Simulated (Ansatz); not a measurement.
Stepwise reaction of `F[SiH2][SeH]` with water, as a gas-phase model of exchange steps in deposition or etching. ΔE in kJ/mol; ΔG adds harmonic PBE0-D4 terms to CCSD(T)/CBS, at 1 bar.

Gas-phase electronic energies from Ansatz, PBE0-D4/def2-TZVP geometries. CBS: MP2 limit from def2 TZ/QZ plus the TZ coupled-cluster correction, frozen cores. This one scheme is used for every species. DFT in def2-TZVPP. B3LYP here is the variant with VWN-RPA as its local correlation; programs differ in this. For Se outer-core shells are correlated without core-valence functions, which leaves a few kJ/mol of doubt a bond. Scalar relativity is left out up to krypton. One conformer a species, not always the lowest.

| step | reaction | PBE-D4 | B3LYP-D4 | ωB97M-V | CCSD(T)/CBS | ΔG(400 K) |
| --- | --- | --- | --- | --- | --- | --- |
| 2 | `O[SiH](F)[SeH]` + H₂O → `O[Si](O)(F)[SeH]` + H₂ | -84.6 | -91.5 | -92.9 | -89.4 | -94.0 |

(1) Give the row of step 1, `F[SiH2][SeH]` + H₂O → `O[SiH](F)[SeH]` + H₂. (Best estimate.)

(2) By hand: ΔE of the 2 steps together at CCSD(T)/CBS.

Answers

(1) Computed: 
| step | reaction | PBE-D4 | B3LYP-D4 | ωB97M-V | CCSD(T)/CBS | ΔG(400 K) |
| --- | --- | --- | --- | --- | --- | --- |
| 1 | `F[SiH2][SeH]` + H₂O → `O[SiH](F)[SeH]` + H₂ | -90.0 | -95.6 | -96.4 | -92.6 | -91.1 |

(2) (-92.6) + (-89.4) = -182.0 kJ/mol, or -91.0 kJ/mol a step.

In ΔE the steps differ by no more than 3.2 kJ/mol. All are downhill at CCSD(T)/CBS. ΔG lies between -94.0 and -91.1 kJ/mol a step. PBE-D4 differs from CCSD(T)/CBS by 2.6 to 4.8 kJ/mol a step. Isolated molecules leave out the surface, adducts and barriers. Largest T1 diagnostic: 0.011.
